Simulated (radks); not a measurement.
Fractional charge and spin in the 4s shell of gallium: the spin-up occupation runs from 0 to 1 and the spin-down occupation from 0 to 1; the fullest corner is Ga+, [Ar] 3d10 4s(up 1, down 1). Calculated with a radial shooting solver on a logarithmic mesh with Libxc functionals: non-relativistic Kohn-Sham, r2SCAN, spin-polarised, spherical densities, point nucleus; meta-GGA in the generalised Kohn-Sham scheme. Energy (eV) minus the two flat planes that join the four corners (they meet along the diagonal where the two added fractions sum to one electron); zero is where a piecewise linear energy would lie.

| down \ up | 0 | 0.25 | 0.5 | 0.75 | 1 |
|---|---|---|---|---|---|
| 0 | 0.000 | -0.760 | -1.024 | -0.777 | 0.000 |
| 0.25 | -0.760 | -0.826 | -0.402 | 0.521 | -0.698 |
| 0.5 | -1.024 | -0.402 | 0.700 | -0.374 | -0.938 |
| 0.75 | -0.777 | 0.521 | -0.374 | -0.793 | -0.712 |
| 1 | 0.000 | -0.698 | -0.938 | -0.712 | 0.000 |

Corners above the fullest one (they belong to Ga2+ and the next ion): (up 1, down 0) 20.155 eV, (up 0, down 1) 20.155 eV, (up 0, down 0) 50.956 eV. With half an added electron in each spin the energy lies 0.700 eV from the planes (fractional-spin error, the static-correlation error of a stretched bond), and with half an added electron in spin up alone -1.024 eV (fractional-charge error). For a frontier s shell over closed shells the exact functional lies on the planes.
